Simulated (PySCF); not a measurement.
## Calculated data, CH₄BGeN

Calculation on a computer-drawn molecule: the log of a Hartree-Fock and frozen-core CCSD(T) single point meant for a local Hartree-Fock minimum, with one planted fault or none, to be diagnosed. Offsets are logged minus clean, where the clean run is the same molecule without the fault. The reference is restricted for singlets and unrestricted otherwise, and also for a bond in bohr or an excited solution. Adding or removing an electron swaps singlet and doublet. The excited solution moves the top pair (singlet) or top alpha electron (doublet) to the lowest empty orbital. Highest occupied and lowest empty are orbital energies over both spins, largest force is the largest gradient component, triples share is (T) over the correlation energy, the T1 limit is 0.02 restricted and 0.045 unrestricted, electrons count all cores, a negative frequency is imaginary (commonest isotopes), and the dipole is about the centre of nuclear charge; on germanium a core potential holds 10 electrons, which the energies leave out, and 3d is frozen in MP2 and coupled-cluster steps. Program: PySCF 2.14.0.

```xyz
8
formula=CH4BGeN meant_charge=0 meant_multiplicity=1 meant_basis=cc-pVDZ meant_basis_and_core_potential_on_germanium=cc-pVDZ-PP_ECP10MDF logged_electrons=54 logged_basis_functions=85 logged_SCF_converged=yes logged_spin_squared=0 logged_highest_occupied=-8.0533 logged_lowest_empty=1.4891 logged_largest_force=0.15821 logged_T1_diagnostic=0.013055 logged_D1_diagnostic=0.035349 logged_triples_share=0.03088 logged_CC_converged=yes logged_dipole_magnitude=1.7634 logged_SCF_stable_within_its_kind=yes logged_energy_HF=-412.64594 logged_energy_CCSD(T)=-413.14346 possible_faults=no_fault,one_electron_removed,one_electron_added,multiplicity_raised_by_two,geometry_at_a_saddle_point,SCF_held_on_an_excited_solution,minimal_basis_STO-3G,one_bond_length_entered_in_bohr,all_coordinates_scaled
B     -2.3273    -0.0045     1.6080
N     -1.3382     0.5496     1.5000
Ge     0.0835     1.4512     1.5738
C      0.7040     1.0245    -0.0915
H     -3.2577    -0.5293     1.7015
H      0.8150     0.0320    -0.1621
H      0.0314     1.2993    -0.7802
H      1.5772     1.4667    -0.2907
```

Units: logged_highest_occupied, logged_lowest_empty in eV; logged_largest_force in hartree/bohr; logged_dipole_magnitude in debye; logged_energy_HF, logged_energy_CCSD(T) in hartree.

Drawn bonds:
```
atom  other atom  order
   1           2      2
   2           3      1
   3           4      1
   1           5      1
   4           6      1
   4           7      1
   4           8      1
```

Question: Give the missing planted fault for CH₄BGeN.
Answer: all coordinates scaled, by -8.6 %

Further results for CH₄BGeN:

* HF energy offset from clean run: 47.52 kcal/mol
* CCSD(T) energy offset from clean run: 59.92 kcal/mol
